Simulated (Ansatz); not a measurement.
Compare A (`OC1([SiH2]F)BC1`) with its isomer B (`C[Si]1(F)CBO1`).

Computed with Ansatz on PBE0-D4/def2-TZVP structures; ΔE is electronic, products minus reactants. CCSD(T)/CBS adds triple-zeta CCSD(T) − MP2 to the extrapolated MP2 energy (def2 sets, frozen cores). DFT in def2-TZVPP. B3LYP here is the variant with VWN-RPA as its local correlation; programs differ in this. One conformer a species, not always the lowest.

Task: Which isomer does CCSD(T)/CBS put lower? Give the gap. (An estimate is asked.)

Result: The calculation gave: B, by 115.5 kcal/mol.

Task: Give E(B) − E(A) in kcal/mol with PBE0-D4, B3LYP, ωB97M-V, MP2/def2-TZVPP, B3LYP-D4, HF/def2-TZVPP, CCSD(T)/def2-TZVPP. (Best estimate.)

Result: Ansatz gave: PBE0-D4 -112.8, B3LYP -112.3, ωB97M-V -114.7, MP2/def2-TZVPP -117.7, B3LYP-D4 -112.3, HF/def2-TZVPP -115.5, CCSD(T)/def2-TZVPP -115.5. None reverses the order clearly.

Largest T1 diagnostic: 0.013.

From PBE to PBE0 (25 % exact exchange), in def2-TZVPP and without D4, E(B) − E(A) moves by −3.0 kcal/mol.
